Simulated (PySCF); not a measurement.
Below is a simulated gas-phase O 1s photoelectron spectrum of selenious acid (`O=[Se](O)O`).

Every computed line was given a Gaussian of 0.5 eV full width at half maximum and an area set by the number of equivalent atoms; the highest printed point is 100. Method: PySCF 2.14.0, delta-SCF UKS SCAN, pcX-2 on the ionised atom, pcseg-1 elsewhere, spin-free X2C.

```
binding energy (eV)  intensity
              536.9          0
              537.0          1
              537.1          2
              537.2          7
              537.3         16
              537.4         29
              537.5         42
              537.6         50
              537.7         47
              537.8         36
              537.9         22
              538.0         10
              538.1          4
              538.2          1
              538.3          0
              538.4          0
              538.5          1
              538.6          2
              538.7          7
              538.8         19
              538.9         41
              539.0         68
              539.1         92
              539.2        100
              539.3         87
              539.4         60
              539.5         34
              539.6         15
              539.7          5
              539.8          2
              539.9          0
```

Problem. How many maxima does the curve show, and how many computed lines lie under it?

Solution. The curve has 2 maxima (at 537.6 and 539.2 eV). Under it lie 2 lines from 2 inequivalent oxygen sites.

Problem. Decompose the envelope and assign each component. Numbering: `[O:1]=[Se:2]([OH:3])[OH:4]`.

Solution. 
```json
{"position (eV)": "537.62", "relative area": "1", "line": "O 1s", "atoms": "O1", "environment": "oxygen bonded to Se"}
{"position (eV)": "539.19", "relative area": "2", "line": "O 1s", "atoms": "O3/O4", "environment": "hydroxyl oxygen"}
```

The listed O 1s values span 1.57 eV, from O1 (bonded to Se (double bond)) to O3/O4 (bonded to Se and H).

Shake-up satellites, vibrational structure and lifetime widths aren't simulated. Atoms equivalent by their bonding share one computed value, that of the first of them. One conformer (not necessarily the lowest) at the PBE0-D3(BJ)/def2-SVP geometry, without solvent, vibrations or thermal averaging.

Conformer computed: `[O:1]=[Se:2]([OH:3])[OH:4]`: H–O3–Se2–O1 15°, H–O4–Se2–O1 -18°.
